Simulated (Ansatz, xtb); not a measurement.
## Relative energy of two isomers of C6H9BS

We compare X, `BC1=C(S)CCC=C1`, a singlet, with Y, `BC1=CC=C(S)CC1`, a singlet. Both are isolated molecules in the gas phase, relaxed with PBE-D3(BJ)/def2-SVP; the shapes shown needn't be the lowest conformers.

X (Å):

```xyz
17

C     0.3962   -1.2289    0.9109
C     1.1234   -0.8185   -0.2056
C     1.5071    0.6366   -0.3676
C     0.4371    1.5881    0.1808
C    -0.0323    1.1428    1.5415
C    -0.0347   -0.1749    1.8525
B     0.0670   -2.6996    1.1764
S     1.7518   -1.9724   -1.3694
H     0.3523   -3.5617    0.3627
H    -0.4882   -3.0303    2.2092
H     2.2732   -1.0360   -2.2123
H     1.7469    0.8761   -1.4233
H     2.4545    0.7741    0.2080
H     0.8406    2.6206    0.2078
H    -0.4331    1.6192   -0.5191
H    -0.4273    1.8913    2.2462
H    -0.4215   -0.5136    2.8268
```

Y (Å):

```
atom    x (Å)    y (Å)    z (Å)
   C  -0.5489  -0.2365   0.0025
   C   0.3790   0.0637  -0.9801
   C   1.8034  -0.0405  -0.7817
   C   2.3105  -0.1531   0.4910
   C   1.3694  -0.1483   1.6740
   C   0.0159  -0.7699   1.3095
   B  -2.0412  -0.0867  -0.2895
   S   4.0469  -0.1144   0.7444
   H  -2.8829  -0.3586   0.5521
   H  -2.4006   0.3160  -1.3840
   H   0.0188   0.3867  -1.9710
   H   2.4804   0.0415  -1.6465
   H   4.0145  -0.3672   2.0825
   H   1.2425   0.9147   1.9919
   H   1.8211  -0.6765   2.5390
   H  -0.7034  -0.6276   2.1400
   H   0.1491  -1.8730   1.2030
```

Quicker runs give these differences E(Y) − E(X): GFN2-xTB −1.90 kcal/mol; HF/STO-3G −0.86 kcal/mol (at GFN2-xTB geometries); r2SCAN-D4/def2-SVP −2.69 kcal/mol (at GFN2-xTB geometries).

Question: Estimate E(Y) − E(X) at the level CCSD(T)/def2-SVP + ΔMP2/def2-TZVPP.

Answer: CCSD(T)/def2-SVP + ΔMP2/def2-TZVPP gives E(Y) − E(X) = −1.53 kcal/mol, slightly favouring structure Y, which is too small a margin to settle the true order.

The same difference at several levels:

```
                             level             geometry  E(Y) − E(X) (kcal/mol)  departure from the last row (kcal/mol)  job, with rough time for the two
                          GFN2-xTB             GFN2-xTB                     −1.90                                   −0.36              optimisation, 0.46 s
                         HF/STO-3G             GFN2-xTB                     −0.86                                   +0.67              single point, 0.84 s
                r2SCAN-D4/def2-SVP             GFN2-xTB                     −2.69                                   −1.16                single point, 11 s
               PBE-D3(BJ)/def2-SVP  PBE-D3(BJ)/def2-SVP                     −2.67                                   −1.13                optimisation, 66 s
                       HF/def2-SVP  PBE-D3(BJ)/def2-SVP                     −2.45                                   −0.92           part of the CCSD(T) run
                      MP2/def2-SVP  PBE-D3(BJ)/def2-SVP                     −2.18                                   −0.64           part of the CCSD(T) run
                  CCSD(T)/def2-SVP  PBE-D3(BJ)/def2-SVP                     −1.67                                   −0.13                      single point
CCSD(T)/def2-SVP + ΔMP2/def2-TZVPP  PBE-D3(BJ)/def2-SVP                     −1.53                                                     single point, 4.8 min
```

As drawn, both hold the same kinds of bond in the same numbers.

The largest departure from CCSD(T)/def2-SVP + ΔMP2/def2-TZVPP is that of r2SCAN-D4/def2-SVP, 1.16 kcal/mol. The last row adds to CCSD(T) the change of the MP2 difference between the two basis sets, here +0.13 kcal/mol.

With thermal terms from frequencies at re-optimised GFN2-xTB minima (ideal gas, soft modes damped towards free rotors, one conformer each, 298.15 K, 1 atm): on the last row, ΔE + ΔZPE = −1.45, ΔH = −1.44, ΔG = −1.46 kcal/mol.

The correlated steps freeze 12 core orbitals. Run with Ansatz 0.2.0, xtb 6.7.1; the last row on 2 threads of Arm Neoverse V2 on a shared host.
